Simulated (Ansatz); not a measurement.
B₂FH₅OSi, SMILES `B[SiH2]OBF`, relaxed with RKS PBE-D4/def2-SVP in the Gaussian-basis code of Ansatz from a rough embedded geometry. The force threshold is 0.03 eV/Å; the program also tests the step.

Total charge 0; spin multiplicity 1.

Start:

```xyz
10

B    -1.847    1.060    0.362
Si   -0.234   -0.001    0.479
O     0.553    0.075   -1.021
B     1.753   -0.709   -0.989
F     1.779   -2.115   -1.289
H    -2.586    1.087    1.366
H    -2.193    1.590   -0.610
H     0.615    0.548    1.487
H    -0.601   -1.369    0.795
H     2.762   -0.167   -0.579
```

How much energy does the relaxation release, and in how many steps? (An estimate is asked.)

The calculation gave: 86.35 kJ/mol, in 12 steps, 1 of them rejected.

Which bonds change most? (An estimate is asked.)

The calculation gave: B4–F5 from 1.438 to 1.336 Å; Si2–H8 from 1.427 to 1.512 Å; O3–B4 from 1.434 to 1.352 Å; B1–Si2 from 1.934 to 2.006 Å.

Give the relaxed structure. (Estimate.)

Computed: 
```xyz
10

B    -1.837    1.067    0.255
Si   -0.323   -0.163    0.724
O     0.469   -0.796   -0.647
B     1.755   -0.740   -1.061
F     2.075   -1.350   -2.206
H    -2.504    1.522    1.166
H    -2.119    1.392   -0.880
H     0.678    0.574    1.585
H    -0.828   -1.346    1.509
H     2.635   -0.160   -0.445
```
